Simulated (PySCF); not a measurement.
## Dipole response of V⁺ (vanadium, charge +1)

[Ar] 3d4, high-spin 5D determinant. All numbers are calculated (PySCF 2.14, the spin-free X2C one-electron Hamiltonian (Gaussian nucleus), in aug-cc-pVQZ-DK (9s8p6d4f3g2h, 140 functions)). Coupled (time-dependent) response in atomic units; α is the mean over directions.

| method | mean α (bohr³) | α xx, yy, zz | C₆ (like pair) | S(−4) |
| --- | --- | --- | --- | --- |
| PBEsol | 18.63 | 17.49, 17.49, 20.91 | 71.30 | 582.3 |

S(−4) is the Cauchy moment in α(ω) = α(0) + S(−4) ω² + …

α(iu) at PBEsol:

| u (hartree) | α(iu) (bohr³) |
| --- | --- |
| 0 | 18.63 |
| 0.0500 | 17.33 |
| 0.100 | 14.66 |
| 0.200 | 10.28 |
| 0.300 | 7.831 |
| 0.500 | 5.334 |
| 0.750 | 3.787 |
| 1.00 | 2.891 |
| 1.50 | 1.877 |
| 2.00 | 1.324 |
| 3.00 | 0.7628 |
| 5.00 | 0.3484 |

A single London oscillator, α(iu) = α/(1 + u²/ω²), gives C₆ = (3/4) ω α². Matching the computed C₆ needs ω = 4 × 71.30 / (3 × 18.63²) = 0.274 hartree.

For an ion, C₆ is the dispersion term alone; charge-induced terms of lower order in 1/R come first.

The components differ because the open shell of this determinant is not spherical; for a pure term their mean is the scalar polarisability.
